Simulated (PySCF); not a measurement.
Working out the ionisation energy of Co

Co [Ar] 3d7 4s2 (4F) → Co⁺ [Ar] 3d8 (3F). Calculation: PySCF 2.14, in def2-QZVPPD; no relativity, point nucleus. Frozen: [Ne]. Energies in hartree (1 hartree = 27.21139 eV):

```csv
part,Co (lower),Co⁺ (upper)
UHF,-1381.426277,-1381.137782
MP2 opposite-spin,-0.402289,-0.431349
MP2 same-spin,-0.190504,-0.207247
```

Q: What does Hartree-Fock give?

A: (-1381.137782) − (-1381.426277) = 0.288495 hartree = 7.850 eV.

Q: What do MP2 and SCS-MP2 (6/5 opposite-spin, 1/3 same-spin) give?

A: The opposite-spin parts differ by -0.791 eV and the same-spin parts by -0.456 eV. MP2: 7.850 + (-0.791) + (-0.456) = 6.603 eV. SCS-MP2: 7.850 + 1.2 × (-0.791) + (-0.456)/3 = 6.749 eV.

Measured between the centres of the two terms (NIST): 7.869 eV, so MP2 (valence and next inner shell) is off by -1.266 eV.

The calculation is non-relativistic.

What remains against the reference includes basis incompleteness, the frozen core and correlation beyond second order.
